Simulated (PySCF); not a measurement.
`SC[C@@H]1C=C(Cl)CC1`, C$_{6}$H$_{9}$ClS

Geometry (Å), atoms numbered from 1 in this order:
```xyz
17

S     2.004   -0.081    1.322
C     1.687   -0.695   -0.367
C     0.245   -0.478   -0.832
C    -0.090    0.985   -0.904
C    -0.992    1.316    0.008
Cl   -1.610    2.892    0.296
C    -1.459    0.159    0.836
C    -0.801   -1.050    0.150
H     1.686    1.186    1.068
H     1.920   -1.758   -0.325
H     2.391   -0.204   -1.041
H     0.161   -0.943   -1.820
H     0.396    1.649   -1.596
H    -2.546    0.090    0.848
H    -1.121    0.278    1.868
H    -0.331   -1.711    0.876
H    -1.548   -1.623   -0.398
```

The calculation used GIAO BHandHLYP/pcSseg-1 magnetisability, rotational g tensor and spin-rotation constants, non-relativistic, gas phase (PySCF 2.14.0). Geometry: GFN2-xTB.

Task: Give the nuclear spin-rotation constants along the inertial axes (H = +C I·J) beside the isotropic shieldings.

Result: Rotational constants 2.4028, 0.8832, 0.7982 GHz. A star marks the isotopologue with that one atom substituted, in its own axes.
```
atom  isotope  Caa (kHz)  Cbb (kHz)  Ccc (kHz)  mean (kHz)  σ (ppm)
 Cl6     35Cl      0.315      0.171      0.267       0.251    775.3
  H9       1H     -0.051     -0.085     -0.081      -0.073     30.2
 H10       1H     -0.034     -0.067     -0.082      -0.061     29.8
 H11       1H     -0.223     -0.082      0.006      -0.100     29.2
 H12       1H     -0.240     -0.017     -0.040      -0.099     28.9
 H13       1H     -0.249     -0.080      0.047      -0.094     26.5
 H14       1H     -0.110     -0.050     -0.063      -0.074     29.5
 H15       1H     -0.256     -0.034     -0.022      -0.104     29.1
 H16       1H     -0.055     -0.100     -0.041      -0.065     30.0
 H17       1H     -0.253      0.028     -0.087      -0.104     29.7
  S1     33S*      0.471      0.132      0.171       0.258    649.8
  C2     13C*      0.385      0.160      0.137       0.227    149.0
  C3     13C*      0.449      0.168      0.144       0.254    139.6
  C4     13C*      0.830      0.234      0.286       0.450     50.2
  C5     13C*      0.967      0.270      0.269       0.502     33.1
  C7     13C*      0.410      0.170      0.138       0.239    144.3
  C8     13C*      0.364      0.158      0.116       0.213    157.6
```
For the geometry as given, no vibrational averaging.

Task: How do the rotational constants and the g tensor change when H9, H10, H11, H12, H13, H14, H15, H16, H17 are replaced by deuterium?

Result: Constants 2.0401, 0.8263, 0.7503 GHz; g -0.0115, -0.0057, -0.0073, against -0.0133, -0.0058, -0.0079 before.
